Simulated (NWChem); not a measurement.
# GaH2F; SMILES [F][GaH2]

Computed with NWChem. Pople sets run with spherical d functions. Each level has its own optimisation; frequencies are unscaled.

```json
[
 {"level": "BP86/def2-TZVP", "r Ga–H (Å)": "1.563", "r F–Ga (Å)": "1.780", "highest harmonic frequency (cm⁻¹)": "1973", "lowest (cm⁻¹)": "513", "zero-point energy (kcal/mol)": "9.1", "dipole (D)": "2.19"},
 {"level": "B3LYP/6-31G*", "r Ga–H (Å)": "1.569", "r F–Ga (Å)": "1.762", "highest harmonic frequency (cm⁻¹)": "1975", "lowest (cm⁻¹)": "532", "zero-point energy (kcal/mol)": "9.3", "dipole (D)": "2.04"},
 {"level": "B3LYP/def2-TZVP", "r Ga–H (Å)": "1.557", "r F–Ga (Å)": "1.770", "highest harmonic frequency (cm⁻¹)": "2020", "lowest (cm⁻¹)": "526", "zero-point energy (kcal/mol)": "9.4", "dipole (D)": "2.29"},
 {"level": "PBE0-D3(BJ)/def2-TZVP", "r Ga–H (Å)": "1.556", "r F–Ga (Å)": "1.758", "highest harmonic frequency (cm⁻¹)": "2033", "lowest (cm⁻¹)": "528", "zero-point energy (kcal/mol)": "9.5", "dipole (D)": "…"}
]
```

What belongs in the gaps?


- PBE0-D3(BJ)/def2-TZVP, dipole (D): 2.23
